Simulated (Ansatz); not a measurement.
Reaction (formal exchange of groups at a Ga–N bond): `[NH2][GaH2]` + `[AlH2][SiH2][SiH3]` → `[AlH2][SiH2][SiH2][GaH2]` + NH₃

Calculated with Ansatz (gas phase, PBE0-D4/def2-TZVP geometries, no zero-point term in ΔE). CCSD(T)/CBS is the MP2 limit (def2-TZVPP, def2-QZVPP) plus CCSD(T) − MP2 in def2-TZVPP, frozen cores. This one scheme is used for every species. DFT in def2-TZVPP. For Ga outer-core shells are correlated without core-valence functions, which leaves a few kJ/mol of doubt a bond. Scalar relativity is left out up to krypton. Each species was taken in one conformer, which may not be the lowest.

CCSD(T)/CBS gives +6.5 kcal/mol.

Task: Another level gave +3.1 kcal/mol. Which?
A. r2SCAN0/def2-TZVPP
B. PBE0-D4/def2-TZVPP
C. HF/def2-TZVPP
D. SCS-MP2/def2-TZVPP

Result: B. PBE0-D4 3.1, SCS-MP2/def2-TZVPP 8.5, HF/def2-TZVPP 9.6, r2SCAN0 5.4 kcal/mol.

Largest T1 diagnostic among the species: 0.014.

At CCSD(T), def2-SVP lies +2.7 kcal/mol from the extrapolated value and def2-TZVPP +0.1 kcal/mol. The D4 term adds −1.5 kcal/mol with B3LYP and −0.9 kcal/mol with PBE0; it sums over pairs of atoms, weighted by their polarisabilities, and B3LYP, whose exchange is more repulsive, gets the larger term. From BLYP to BHLYP (50 % exact exchange), in def2-TZVPP and without D4, ΔE moves by +1.1 kcal/mol.

B3LYP here is the variant with VWN-RPA as its local correlation; programs differ in this.
